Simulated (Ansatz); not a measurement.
`BP[SiH](C)F` + HCl → `BCl` + `C[SiH](F)P` at 400 K and 1 bar (cleavage of the B–P bond).

Program: Ansatz. Geometries: PBE0-D4/def2-TZVP. ΔE: electronic, gas phase. CBS: MP2 limit from def2 TZ/QZ plus the TZ coupled-cluster correction, frozen cores. This one scheme is used for every species. One conformer a species, not always the lowest.

```tsv
species	CCSD(T)/CBS energy (Eh)	H − E (kJ/mol)	S (J/(mol·K))
`BP[SiH](C)F`	-796.94025	247.7	415.0
HCl	-460.38127	29.6	195.4
`BCl`	-485.78909	70.2	247.0
`C[SiH](F)P`	-771.55123	206.1	373.2
```

H − E and S are ideal-gas, rigid-rotor, harmonic terms from PBE0-D4/def2-TZVP, for one conformer and one mirror image of each species. 1 Eh = 2625.50 kJ/mol, R = 8.31446 J/(mol·K).

Problem. By hand: ΔE, ΔH, ΔS and ΔG.

Solution. ΔE = (-485.78909) + (-771.55123) − (-796.94025) − (-460.38127) = -0.01880 Eh = -49.4 kJ/mol. Δ(H − E) = 70.2 + 206.1 − 247.7 − 29.6 = -1.0, so ΔH = -50.4 kJ/mol. ΔS = 247.0 + 373.2 − 415.0 − 195.4 = 9.8 J/(mol·K). ΔG = -50.4 − 400 × (9.8)/1000 = -54.3 kJ/mol.

Problem. By hand: the equilibrium constant, and the temperature at which ΔG would vanish if ΔH and ΔS stayed fixed.

Solution. log₁₀ K = −ΔG/(RT ln 10) = 7.1. ΔH and −TΔS have one sign here, so there is no such temperature.

The number of gas molecules stays the same, so ΔS is small and ΔH decides. A doubt of 5 kJ/mol in ΔE shifts log₁₀ K by 0.7 here. Other conformers and mirror images would add mixing entropy, several J/(mol·K) or more a flexible species. Modes under 60 cm⁻¹, often nearly free rotors, make the harmonic entropy too high. These are equilibria of isolated gas molecules and say nothing of rates. Largest T1 diagnostic: 0.015 (customary marks: 0.02 for closed shells, 0.045 for open ones).

ΔS is within the doubt of such terms, so its sign, and with it that verdict, could turn.
